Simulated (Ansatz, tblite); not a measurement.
Forces on TcO3(NH2) (TcNO3H2) at its PBE-D4/def2-SVP geometry. Total charge 0; singlet.

In the def2 sets Tc takes a core potential; there is no spin–orbit coupling. The xTB rows come from tblite. The restricted singlet is unstable towards broken spin symmetry in Hartree–Fock (as tested in another run); at PBE0-D4/def2-TZVP this wasn't settled.

GFN1-xTB (tblite), largest force 2.45 eV/Å:

```xyz
7
positions Å, forces eV/Å
Tc   -0.374    0.227    0.605   -0.310    0.089    1.167
O    -1.820    0.948    0.087    1.914   -0.958    0.442
O    -0.725   -1.133    1.549    0.530    1.834   -1.534
O     0.552    1.385    1.424   -1.161   -1.553   -1.333
N     0.656   -0.381   -0.881   -0.770    0.416    0.544
H     0.511   -1.301   -1.309    0.142    0.643    0.298
H     1.199    0.255   -1.475   -0.344   -0.472    0.416
```

GFN2-xTB (tblite), largest force 1.91 eV/Å:

```
Tc -0.848 0.466 1.566
O 1.636 -0.830 0.352
O 0.453 1.423 -1.196
O -0.891 -1.275 -1.060
N -0.471 0.242 0.185
H 0.234 0.391 0.035
H -0.113 -0.418 0.117
```

PBE0-D4/def2-TZVP (Ansatz), largest force 1.57 eV/Å:

```
Tc -0.602 0.369 0.728
O 1.339 -0.681 0.441
O 0.357 1.217 -0.871
O -0.801 -1.082 -0.760
N 0.032 -0.053 -0.270
H 0.056 0.616 0.313
H -0.381 -0.387 0.420
```
